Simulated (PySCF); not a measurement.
How methods differ on the ionisation energy of Pb

Pb [Xe] 4f14 5d10 6s2 6p2 (3P) → Pb⁺ [Xe] 4f14 5d10 6s2 6p1 (2P), as a difference of total energies. Computed with PySCF 2.14 in aug-cc-pwCVTZ-DK3 with one added diffuse shell each of s, d, f type (12s10p9d6f1g, 138 functions), with the spin-free X2C one-electron Hamiltonian (Gaussian nucleus). The calculations carry no spin-orbit coupling.

```json
{"method": "UHF", "ionisation energy (eV)": "6.574"}
{"method": "r2SCANh", "ionisation energy (eV)": "7.120"}
{"method": "BLYP", "ionisation energy (eV)": "6.839"}
```

Spin-orbit coupling is strong in these open shells (close to jj coupling). The scalar numbers leave it out and a first-order estimate fails, so it can dominate the gap to the real levels.

For comparison: 7.417 eV (measured; NIST Atomic Spectra Database, ionization energies).
